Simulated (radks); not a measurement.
The mean radii <r> (bohr) of the occupied orbitals of an atom or ion are listed with their occupations. Method: scalar-relativistic Kohn-Sham, BLYP, spin-polarised, spherical densities, finite nucleus; Fermi nuclear charge, rms radius of each element as measured or else 0.836 A^(1/3) + 0.57 fm; computed with a radial shooting solver on a logarithmic mesh with Libxc functionals.

orbital  occ.      <r>
1s down     1  0.02232
1s up       1  0.02232
2s up       1  0.09422
2s down     1  0.09422
2p up       3  0.08298
2p down     3  0.08297
3s up       1   0.2315
3s down     1   0.2313
3p up       3   0.2261
3p down     3   0.2259
4f up       1   0.3774

Name the element and its charge. Open shells, if any, are filled with parallel spins first.

Answer. Z = 63, europium, charge +44: Eu44+ in [Ar] 4f1. The 1s radius gives Z: for a bare nucleus <r> = (2 gamma + 1)/(2Z) with gamma = sqrt(1 - (Z/c)^2), 0.02203 bohr for Z = 63, and screening makes it slightly larger (0.02232 here). The occupations add up to 19, and the charge is Z minus that.
